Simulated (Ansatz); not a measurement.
`[OH][GeH2][S]S` and `[OH][GeH2][SH]` differ in one atom or group.

Ansatz, PBE0-D4/def2-TZVP geometries, multiplicity 1. Each molecule was computed in one conformer, which needn't be the lowest.

Scalar relativity is left out up to krypton.

| property | `[OH][GeH2][S]S` |
| --- | --- |
| zero-point energy (PBE0-D4/def2-TZVP) / kJ/mol | 108.1 |
| HOMO energy (PBE0/def2-TZVPP) / eV | -7.30 |
| LUMO energy (B3LYP/def2-TZVPP) / eV | -1.42 |
| HOMO–LUMO gap (PBE0/def2-TZVPP) / eV | 6.12 |
| HOMO energy (ωB97M-V/def2-TZVPP) / eV | -9.41 |
| LUMO energy (PBE0/def2-TZVPP) / eV | -1.19 |

Task: What does the change do to each property? (An estimate is asked.)

Result: Ansatz gave: 
```json
{"property": "zero-point energy (PBE0-D4/def2-TZVP) / kJ/mol", "`[OH][GeH2][SH]`": "102.8", "shift": "-5.3"}
{"property": "HOMO energy (PBE0/def2-TZVPP) / eV", "`[OH][GeH2][SH]`": "-7.61", "shift": "-0.31"}
{"property": "LUMO energy (B3LYP/def2-TZVPP) / eV", "`[OH][GeH2][SH]`": "-0.14", "shift": "1.28"}
{"property": "HOMO–LUMO gap (PBE0/def2-TZVPP) / eV", "`[OH][GeH2][SH]`": "7.79", "shift": "1.67"}
{"property": "HOMO energy (ωB97M-V/def2-TZVPP) / eV", "`[OH][GeH2][SH]`": "-9.82", "shift": "-0.41"}
{"property": "LUMO energy (PBE0/def2-TZVPP) / eV", "`[OH][GeH2][SH]`": "0.18", "shift": "1.37"}
```

With PBE0 the HOMO falls by 0.31 eV and the LUMO rises by 1.37 eV, so the gap widens by about 1.68 eV. PBE moves the HOMO by -0.23 eV and ωB97M-V by -0.41 eV. The zero-point energy changes by -5.3 kJ/mol with -3 modes.

B3LYP here is the variant with VWN-RPA as its local correlation; programs differ in this.
